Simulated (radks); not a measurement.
Results of a calculation; reference values are marked as such.
Orbital eigenvalues (eV) of neutral neodymium, [Xe] 4f4 6s2, at several levels of relativity; Dirac values are averaged over j with weights 2j + 1. Spin-unpolarised spherical Kohn-Sham, PBEsol, point nucleus unless stated (finite: rms radius 4.9123 fm), a radial shooting solver on a logarithmic mesh with Libxc functionals. A level marked "c x" has the speed of light scaled by that factor and shares open shells by 2j + 1; other Dirac levels either fill j = l - 1/2 first or share by 2j + 1.

\begin{tabular}{lrrrrr}
shell & non-rel. & scalar-rel. & Dirac, 2j+1 shares & Dirac, low j first & change of magnitude, last against first (%) \\ \hline
2s & -6441.1 & -7017.5 & -7007.8 & -7007.5 & +8.79 \\
2p & -6105.5 & -6273.9 & -6283.8 & -6283.4 & +2.91 \\
3s & -1392.9 & -1522.2 & -1520.1 & -1519.8 & +9.11 \\
3p & -1246.2 & -1287.8 & -1289.8 & -1289.4 & +3.47 \\
3d & -972.80 & -962.37 & -960.85 & -960.51 & -1.26 \\
4s & -272.60 & -302.50 & -302.09 & -301.86 & +10.73 \\
4p & -217.05 & -225.70 & -226.24 & -226.02 & +4.13 \\
4d & -119.10 & -116.57 & -116.39 & -116.19 & -2.45 \\
5s & -36.264 & -40.490 & -40.432 & -40.367 & +11.31 \\
5p & -21.664 & -22.098 & -22.191 & -22.143 & +2.21 \\
4f & -4.7147 & -1.7876 & -1.7841 & -1.6457 & -65.09 \\
6s & -3.3233 & -3.5207 & -3.5207 & -3.5152 & +5.78 \\
\end{tabular}
